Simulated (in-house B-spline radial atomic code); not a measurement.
Checks on a self-consistent run for Mg5+, [He] 2s2 2p2 6f1. Method: Dirac-Hartree-Fock, average of configuration, Fermi nucleus of rms radius 3.057 fm. Calculated with a B-spline radial code for spherical atoms.

| orbital | q | ε (Eh) | <1/r> | <r²> | small-component weight |
| --- | --- | --- | --- | --- | --- |
| 1s1/2 | 2 | -56.17708 | 11.6785 | 0.0225613 | 0.0018059 |
| 2s1/2 | 2 | -8.93729 | 2.39647 | 0.434935 | 0.00030152 |
| 2p1/2 | 0.66667 | -8.05958 | 2.34539 | 0.362896 | 0.0002922 |
| 2p3/2 | 1.3333 | -8.04420 | 2.338 | 0.36435 | 0.00029151 |
| 6f5/2 | 0.42857 | -0.50094 | 0.167559 | 72.1511 | 1.3454e-05 |
| 6f7/2 | 0.57143 | -0.50093 | 0.16755 | 72.1555 | 1.3454e-05 |

Electron-electron repulsion V_ee = 33.8952 hartree.

Task: What total energy follows from the eigenvalues?

Result: The eigenvalues count the repulsion twice, so E = Σqε - V_ee = -146.828 - 33.895 = -180.724 hartree; the run printed -180.724.

Task: Does the Dirac virial theorem hold?

Result: For a point nucleus E = -2c²Σq·w, with w the small-component weight. Here Σq·w = 0.0048119 and c = 137.0360, so the ratio E/(-2c²Σq·w) is 1.000001.

Task: What diamagnetic shielding (Lamb formula) and susceptibility (Langevin formula) do the radii give?

Result: σ = (α²/3)Σq<1/r> = 32.9984/(3·137.036²) = 585.74 ppm, and χ = -0.79199×10⁻⁶·Σq<r²> = -58.45×10⁻⁶ cm³/mol with Σq<r²> = 73.796 bohr². Both are non-relativistic formulas without the paramagnetism of open shells.
